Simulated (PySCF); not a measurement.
hydrogen telluride (H₂Te), SMILES [TeH2]. Atoms are numbered in the order given.

```xyz
3

Te     0.0000     0.0000     0.0439
H      0.0000    -1.1788    -1.1407
H      0.0000     1.1788    -1.1407
```
Charge 0, spin multiplicity 1.

The structure is a stationary point at PBE-D3(BJ)/def2-TZVPD. The def2 effective core potentials stand for the cores of Te; spin–orbit coupling is left out.

The numbers are results of TDA-ωB97X/def2-TZVPD (PySCF), not measurements.

Vertical excitations. Isolated molecule, no solvent. State labels are in the subgroup C2v.

Problem. List the lowest excited states. (An estimate is asked for; the answer gives what the named calculation found.)

Solution. 
```csv
state,symmetry,energy (eV),λ (nm),f,main pairs
S1,A2,4.15,299,0.000,HOMO→LUMO 89 %
S2,B1,5.11,243,0.037,HOMO→LUMO+1 93 %
S3,A2,6.89,180,0.000,HOMO→LUMO+3 85 %
S4,B1,6.93,179,0.001,HOMO→LUMO+2 90 %
S5,B1,7.14,174,0.347,"HOMO→LUMO+5 77 %, HOMO→LUMO+6 17 %"
S6,A1,7.14,174,0.002,HOMO→LUMO+4 95 %
S7,B1,7.35,169,0.177,"HOMO→LUMO+6 78 %, HOMO→LUMO+5 17 %"
S8,B2,7.41,167,0.010,"HOMO→LUMO+7 57 %, HOMO−1→LUMO 36 %"
S9,A1,7.76,160,0.108,HOMO→LUMO+8 89 %
S10,A1,8.13,153,0.220,HOMO−1→LUMO+1 80 %
T1,A2,3.70,335,0,HOMO→LUMO 86 %
T2,B1,4.64,267,0,"HOMO→LUMO+1 80 %, HOMO→LUMO+5 13 %"
T3,B2,6.28,197,0,HOMO−1→LUMO 82 %
T4,B1,6.66,186,0,"HOMO→LUMO+5 82 %, HOMO→LUMO+1 13 %"
```
Triplets are in the Tamm–Dancoff approximation.
